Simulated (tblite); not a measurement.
Isomers of C5H12OP2. Level: GFN2-xTB in tblite, geometry and Hessian alike; calculated harmonic values, unscaled, isolated species. Errors from tens to a few hundred cm⁻¹ against measured bands are possible. Modes of hydrogen on phosphorus can be 10 to 20 % off. One conformer each.

Electronic energies: GFN2-xTB at the same geometries; isomer energies are rough at this level and their order can be wrong.

```tsv
SMILES	electronic energy, lowest = 0 (kcal/mol)
OCP(CP)C1CC1	44.3
CP(C)/C=C\[P@@H](C)=O	1.0
C/C=C/[P@@H](=O)CPC	0.0
```

Problem. How do GFN2-xTB zero-point energies change the relative energies?

Solution. 
| SMILES | ZPE (kcal/mol) | of it from modes above 1550 cm⁻¹ | electronic (kcal/mol) | with ZPE, lowest = 0 (kcal/mol) | lowest mode (cm⁻¹) | rings |
| --- | --- | --- | --- | --- | --- | --- |
| C/C=C/[P@@H](=O)CPC | 97.8 | 51.8 | 0.0 | 0.0 | 35 | 0 |
| CP(C)/C=C\[P@@H](C)=O | 98.0 | 52.9 | 1.0 | 1.1 | 51 | 0 |
| OCP(CP)C1CC1 | 98.2 | 50.2 | 44.3 | 44.7 | 37 | 1 |

The zero-point energies span 0.4 kcal/mol, from `C/C=C/[P@@H](=O)CPC` to `OCP(CP)C1CC1`. The order is unchanged.

Problem. What do entropy and thermal enthalpy add at 298.15 K and 1 bar (rigid rotor, harmonic oscillator, one conformer each)?

Solution. 
| SMILES | point group | symmetry number | S (cal/(mol K)) | H − H(0) (kcal/mol) | ZPE + H − H(0) − TS (kcal/mol) |
| --- | --- | --- | --- | --- | --- |
| C/C=C/[P@@H](=O)CPC | C1 | 1 | 107.4 | 7.90 | 73.7 |
| CP(C)/C=C\[P@@H](C)=O | C1 | 1 | 106.0 | 8.00 | 74.4 |
| OCP(CP)C1CC1 | C1 | 1 | 107.0 | 7.72 | 74.0 |
